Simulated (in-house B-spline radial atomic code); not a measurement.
**Binding energies in Sb⁶⁺**

NIST's tabulated ground configuration is [Kr] 4d9; each binding energy is the energy of the ion with one electron taken from that subshell, relaxed, less that of the parent. Level of theory: Dirac-Hartree-Fock, average of configuration, Fermi nucleus of rms radius 4.6802 fm; calculated with a radial B-spline atomic code at the basis-set limit. Energies include first-order Breit, QED and recoil terms.

```json
{"subshell": "1s", "X-ray name": "K", "binding energy (eV)": "30585.7", "-ε (eV)": "30750.4", "relaxation (eV)": "62.3"}
{"subshell": "2s", "X-ray name": "L1", "binding energy (eV)": "4800", "-ε (eV)": "4842.4", "relaxation (eV)": "31.7"}
{"subshell": "2p3/2", "X-ray name": "L3", "binding energy (eV)": "4228.4", "-ε (eV)": "4269.6", "relaxation (eV)": "34.0"}
{"subshell": "3s", "X-ray name": "M1", "binding energy (eV)": "1041.3", "-ε (eV)": "1055.0", "relaxation (eV)": "11.9"}
{"subshell": "3p1/2", "X-ray name": "M2", "binding energy (eV)": "909.2", "-ε (eV)": "923.1", "relaxation (eV)": "12.3"}
{"subshell": "3p3/2", "X-ray name": "M3", "binding energy (eV)": "862.2", "-ε (eV)": "875.1", "relaxation (eV)": "11.9"}
{"subshell": "4s", "X-ray name": "N1", "binding energy (eV)": "251.5", "-ε (eV)": "254.3", "relaxation (eV)": "2.5"}
{"subshell": "4p1/2", "X-ray name": "N2", "binding energy (eV)": "204.6", "-ε (eV)": "207.1", "relaxation (eV)": "2.3"}
{"subshell": "4p3/2", "X-ray name": "N3", "binding energy (eV)": "195.7", "-ε (eV)": "198.0", "relaxation (eV)": "2.1"}
{"subshell": "4d", "X-ray name": "N4,5", "binding energy (eV)": "119.4", "-ε (eV)": "121.0", "relaxation (eV)": "1.6"}
```

Relaxation = -ε minus the binding energy without Breit, QED and recoil terms.

Emission lines follow as differences of binding energies, with λ = 12398.42 eV·Å / E:

```json
{"line": "K-L3", "holes": "1s → 2p3/2", "energy (eV)": "26357.3", "wavelength (Å)": "0.4704"}
{"line": "K-M3", "holes": "1s → 3p3/2", "energy (eV)": "29723.5", "wavelength (Å)": "0.41713"}
{"line": "L1-M3", "holes": "2s → 3p3/2", "energy (eV)": "3937.8", "wavelength (Å)": "3.1486"}
{"line": "L3-M1", "holes": "2p3/2 → 3s", "energy (eV)": "3187.1", "wavelength (Å)": "3.8902"}
```

What screening constant σ does Moseley's law, E = (3/4)·13.6057 eV·(Z - σ)², need for K-L3?

σ = 0.18.

Moseley's non-relativistic formula needs a falling, then negative, screening constant for heavy elements, because relativity binds the 1s electron more strongly than the formula allows.

What does it cost to remove both a 3p1/2 and a 4p3/2 electron?

1133 eV, which is 28.1 eV more than the two single binding energies together.

What does it cost to remove both a 2s and a 3p3/2 electron?

5723.8 eV, which is 61.52 eV more than the two single binding energies together.

What does it cost to remove both a 4s and a 4d electron?

393.73 eV, which is 22.84 eV more than the two single binding energies together.
